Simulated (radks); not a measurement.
Values are calculated unless marked as measured or tabulated.
Q: The table gives one normalised radial function P(r) = r R(r) (large component) of He in [He] (r in bohr). Code: a radial shooting solver on a logarithmic mesh with Libxc functionals. Model: Dirac Kohn-Sham, BLYP, spin-unpolarised, spherical densities, point nucleus.

r,P
0.04394,0.1949
0.0476,0.2096
0.05156,0.2252
0.05586,0.2419
0.06051,0.2596
0.06555,0.2783
0.07101,0.2982
0.07692,0.3192
0.08333,0.3413
0.09027,0.3646
0.09779,0.3891
0.1059,0.4146
0.1148,0.4413
0.1243,0.4689
0.1347,0.4976
0.1459,0.5271
0.158,0.5574
0.1712,0.5882
0.1855,0.6195
0.2009,0.6510
0.2176,0.6824
0.2358,0.7135
0.2554,0.7439
0.2767,0.7734
0.2997,0.8014
0.3221,0.8251
0.3489,0.8494
0.378,0.8710
0.4094,0.8896
0.4435,0.9045
0.4805,0.9155
0.5205,0.9220
0.5638,0.9237
0.6108,0.9203
0.6617,0.9115
0.7168,0.8972
0.7765,0.8773
0.8412,0.8518
0.9112,0.8209
0.9871,0.7850
1.069,0.7443
1.158,0.6995
1.255,0.6512
1.359,0.6002
1.473,0.5473
1.595,0.4935
1.728,0.4396
1.872,0.3865
2.028,0.3352
2.197,0.2864
2.38,0.2408
2.578,0.1990
2.793,0.1613
3.025,0.1281
3.277,0.0993
3.55,0.0752
3.846,0.0554

Which n and l does it have? It may be an empty orbital.

A: n = 1, l = 0: the number of nodes gives n - l - 1 = 0, the rise at small r points to l (this Dirac orbital starts as r^gamma with gamma = sqrt((l + 1)^2 - (Z/c)^2) = 1.00; the j = 1/2 orbital of l + 1 starts with the same power, but with a smaller coefficient, and then steepens), and the extent must fit the shell. The curve is that of 1s1/2. 1s1/2: eigenvalue -15.916 eV, 0 radial nodes, <r> = 0.946 bohr, 90 % of the charge inside 1.74 bohr.
